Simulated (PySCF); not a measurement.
B₂Cl₄, triplet, geometry from GFN2-xTB (a higher spin typed on purpose: for a closed-shell molecule this is an excited state), with bond 3-2 at 1.3 times its length; DF-B3LYP/def2-SVP (PySCF).

Input for PySCF:
```python
from pyscf import gto, scf, dft

mol = gto.Mole()
mol.atom = '''
    Cl   -1.539468   -1.666781   -0.108212
    B    -0.800127   -0.077470   -0.064743
    Cl   -2.133966    1.766427   -0.193934
    B     0.800127    0.077470    0.064743
    Cl    1.826157   -1.340912    0.164120
    Cl    1.539468    1.666781    0.108212
'''
mol.basis = 'def2-svp'
mol.charge = 0
mol.spin = 2
mol.verbose = 4
mol.build()

mf = dft.UKS(mol)
mf.xc = 'b3lyp'
mf = mf.density_fit(auxbasis='def2-universal-jkfit')
mf.kernel()
```

The log (banner, timings and long lists left out):

```
PySCF version 2.14.0

[INPUT] verbose = 4
[INPUT] num. atoms = 6
[INPUT] num. electrons = 78
[INPUT] charge = 0
[INPUT] spin (= nelec alpha-beta = 2S) = 2
[INPUT] symmetry False subgroup None
[INPUT] Mole.unit = angstrom
[INPUT] Symbol           X                Y                Z      unit          X                Y                Z       unit  Magmom
[INPUT]  1 Cl    -1.539468000000  -1.666781000000  -0.108212000000 AA   -2.909172897532  -3.149759599629  -0.204491043391 Bohr   0.0
[INPUT]  2 B     -0.800127000000  -0.077470000000  -0.064743000000 AA   -1.512020894870  -0.146397082870  -0.122346538483 Bohr   0.0
[INPUT]  3 Cl    -2.133966000000   1.766427000000  -0.193934000000 AA   -4.032611299134   3.338063249037  -0.366482146241 Bohr   0.0
[INPUT]  4 B      0.800127000000   0.077470000000   0.064743000000 AA    1.512020894870   0.146397082870   0.122346538483 Bohr   0.0
[INPUT]  5 Cl     1.826157000000  -1.340912000000   0.164120000000 AA    3.450936590457  -2.533956437143   0.310141851564 Bohr   0.0
[INPUT]  6 Cl     1.539468000000   1.666781000000   0.108212000000 AA    2.909172897532   3.149759599629   0.204491043391 Bohr   0.0

nuclear repulsion = 409.3150895519
number of shells = 44
number of NR pGTOs = 192
number of NR cGTOs = 100
basis = def2-svp
ecp = {}

******** <class 'pyscf.df.df_jk.DFUKS'> ********
method = DFUKS
initial guess = minao
damping factor = 0
level_shift factor = 0
DIIS = <class 'pyscf.scf.diis.CDIIS'>
diis_start_cycle = 1
diis_space = 8
diis_damp = 0
SCF conv_tol = 1e-09
SCF conv_tol_grad = None
SCF max_cycles = 50
direct_scf = False
number electrons alpha = 40  beta = 38
XC library pyscf.dft.libxc version 7.1.2
    S. Lehtola, C. Steigemann, M. J. T. Oliveira, and M. A. L. Marques,  SoftwareX 7, 1–5 (2018)
XC functionals = b3lyp
    P. J. Stephens, F. J. Devlin, C. F. Chabalowski, and M. J. Frisch,  J. Phys. Chem. 98, 11623 (1994)
radial grids:
    Treutler-Ahlrichs [JCP 102, 346 (1995); DOI:10.1063/1.469408] (M4) radial grids

becke partition: Becke, JCP 88, 2547 (1988); DOI:10.1063/1.454033
pruning grids: <function nwchem_prune>
grids dens level: 3
symmetrized grids: False
atomic radii adjust function: <function treutler_atomic_radii_adjust>
small_rho_cutoff = 0
Set gradient conv threshold to 3.16228e-05
tot grids = 103616
******** <class 'pyscf.df.df.DF'> ********
auxbasis = def2-universal-jkfit
init E= -1890.43281035184

cycle= 1 E= -1889.88123764447  delta_E= 0.552  |g|= 0.255  |ddm|= 2.04

cycle= 2 E= -1889.46842767287  delta_E= 0.413  |g|= 0.791  |ddm|= 1.53

cycle= 3 E= -1889.91511130466  delta_E= -0.447  |g|= 0.126  |ddm|= 1.39

cycle= 4 E= -1889.9257760771  delta_E= -0.0107  |g|= 0.0894  |ddm|= 0.542

cycle= 5 E= -1889.93089556644  delta_E= -0.00512  |g|= 0.0265  |ddm|= 0.135

cycle= 6 E= -1889.9311821186  delta_E= -0.000287  |g|= 0.0258  |ddm|= 0.0715

cycle= 7 E= -1889.93158612661  delta_E= -0.000404  |g|= 0.0152  |ddm|= 0.0384

cycle= 8 E= -1889.93181806165  delta_E= -0.000232  |g|= 0.00835  |ddm|= 0.047

cycle= 9 E= -1889.93189898447  delta_E= -8.09e-05  |g|= 0.00601  |ddm|= 0.0359

cycle= 10 E= -1889.93195539578  delta_E= -5.64e-05  |g|= 0.00236  |ddm|= 0.0353

cycle= 11 E= -1889.93196846066  delta_E= -1.31e-05  |g|= 0.00111  |ddm|= 0.0199

cycle= 12 E= -1889.93196876932  delta_E= -3.09e-07  |g|= 0.000629  |ddm|= 0.00497

cycle= 13 E= -1889.93197030345  delta_E= -1.53e-06  |g|= 0.000399  |ddm|= 0.00669

cycle= 14 E= -1889.93197076174  delta_E= -4.58e-07  |g|= 8.68e-05  |ddm|= 0.00467

cycle= 15 E= -1889.9319707718  delta_E= -1.01e-08  |g|= 4.82e-05  |ddm|= 0.000323

cycle= 16 E= -1889.93197077526  delta_E= -3.47e-09  |g|= 2.81e-05  |ddm|= 0.000337

cycle= 17 E= -1889.93197077608  delta_E= -8.16e-10  |g|= 1.36e-05  |ddm|= 0.000117

Extra cycle  E= -1889.93197077475  delta_E= 1.33e-09  |g|= 4.3e-05  |ddm|= 0.000107
converged SCF energy = -1889.93197077475  <S^2> = 2.0056774  2S+1 = 3.0037825
```
